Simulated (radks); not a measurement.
The numbers below are computed, except where a source is named.
Question: Radial electron density D(r) = 4 pi r^2 rho(r) of an atom or ion with 1 electrons. Level of theory: non-relativistic Kohn-Sham, PBE, spin-polarised, spherical densities, point nucleus (a radial shooting solver on a logarithmic mesh with Libxc functionals).

| r (bohr) | D(r) (e/bohr) |
|---|---|
| 0.06348 | 0.01462 |
| 0.06822 | 0.01672 |
| 0.07391 | 0.01940 |
| 0.07942 | 0.02215 |
| 0.08604 | 0.02564 |
| 0.09246 | 0.02922 |
| 0.1002 | 0.03375 |
| 0.1076 | 0.03839 |
| 0.1166 | 0.04422 |
| 0.1253 | 0.05017 |
| 0.1357 | 0.05762 |
| 0.1459 | 0.06516 |
| 0.158 | 0.07458 |
| 0.1698 | 0.08406 |
| 0.184 | 0.09580 |
| 0.1977 | 0.1075 |
| 0.2142 | 0.1220 |
| 0.2302 | 0.1363 |
| 0.2493 | 0.1537 |
| 0.2701 | 0.1728 |
| 0.2903 | 0.1914 |
| 0.3144 | 0.2137 |
| 0.3379 | 0.2351 |
| 0.3661 | 0.2602 |
| 0.3934 | 0.2840 |
| 0.4261 | 0.3115 |
| 0.458 | 0.3368 |
| 0.4961 | 0.3653 |
| 0.5331 | 0.3908 |
| 0.5775 | 0.4184 |
| 0.6207 | 0.4421 |
| 0.6724 | 0.4665 |
| 0.7225 | 0.4859 |
| 0.7827 | 0.5040 |
| 0.8412 | 0.5164 |
| 0.9112 | 0.5252 |
| 0.9792 | 0.5281 |
| 1.061 | 0.5250 |
| 1.14 | 0.5164 |
| 1.235 | 0.5003 |
| 1.338 | 0.4773 |
| 1.438 | 0.4512 |
| 1.557 | 0.4169 |
| 1.674 | 0.3822 |
| 1.813 | 0.3405 |
| 1.948 | 0.3014 |
| 2.111 | 0.2577 |
| 2.268 | 0.2194 |
| 2.457 | 0.1792 |
| 2.641 | 0.1460 |
| 2.861 | 0.1133 |
| 3.074 | 0.08791 |
| 3.33 | 0.06435 |
| 3.579 | 0.04719 |
| 3.877 | 0.03227 |
| 4.166 | 0.02214 |
| 4.513 | 0.01396 |
| 4.85 | 0.008840 |
| 5.254 | 0.005062 |
| 5.646 | 0.002920 |
| 6.117 | 0.001496 |

What is the nuclear charge?

Answer: Z = 1. The innermost maximum, from 1s, lies near 1/Z = 1 bohr (found: 0.979), and its height grows with Z. The density is that of neutral hydrogen in 1s1; the configuration itself is not fixed sharply by these data. D(r) has 1 maximum, at r = 0.979 bohr.
